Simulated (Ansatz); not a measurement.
A run for Ansatz (a first-principles code): R-wB97M-V/def2-TZVPP on BCl3 (SMILES ClB(Cl)Cl).

Ansatz 0.2 input:
```yaml
crystal:
  periodic: [false, false, false]
  atoms:
    - {symbol: B, position_ang: [0.00005353, 0.00007676, -0.00003925]}
    - {symbol: Cl, position_ang: [-1.15366427, 1.29805131, -0.17333608]}
    - {symbol: Cl, position_ang: [0.24957733, -1.12629905, -1.30960185]}
    - {symbol: Cl, position_ang: [0.90393341, -0.17182901, 1.48297718]}
basis:
  gaussian:
    orbitals: def2-TZVPP
hamiltonian:
  xc: {name: wB97M-V}
scf: {lower_state_search: off}
```

Predict the final total energy.

-1405.5503 hartree.

How many basis functions does it have, and what does it roughly cost on one machine?

157 functions; about 10 core-seconds (a rough figure).
